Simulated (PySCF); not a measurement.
# Vibration and rotation of SnF

PBE0 constants of SnF, ²Π (doublet), unpaired electrons π ↑ (Sn cc-pVTZ-PP with ECP28, F cc-pVTZ; scalar-relativistic core potentials (PySCF 2.14); masses 119.9022 and 18.9984 u):

| Property | Result |
| --- | --- |
| ωe | 584.5 cm⁻¹ |
| ωexe | 2.51 cm⁻¹ |
| Be | 0.26852 cm⁻¹ |
| αe | 0.00170 cm⁻¹ |
| D (centrifugal) | 2.27e-07 cm⁻¹ |
| De to Sn + F | 4.81 eV |

Give the vibrational terms G(v) and spacings up to v = 6.

G(v) = ωe(v+½) − ωexe(v+½)².

```tsv
v	G(v) (cm⁻¹)	G(v) − G(v−1)	Bv (cm⁻¹)
0	291.6		0.2677
1	871.1	579.5	0.2660
2	1445.6	574.5	0.2643
3	2015.0	569.4	0.2626
4	2579.4	564.4	0.2609
5	3138.8	559.4	0.2592
6	3693.2	554.4	0.2575
```

How well does the Morse estimate ωe²/(4ωexe) reproduce De, and what is D0?

It gives 4.22 eV, 88 % of the computed De. D0 = De − G(0) = 4.81 − 0.04 = 4.77 eV.

Spin–orbit coupling is left out, which matters for elements this heavy, above all for dissociation energies. The state is the lowest determinant that a PBE0 search found; another state may lie lower at other levels.
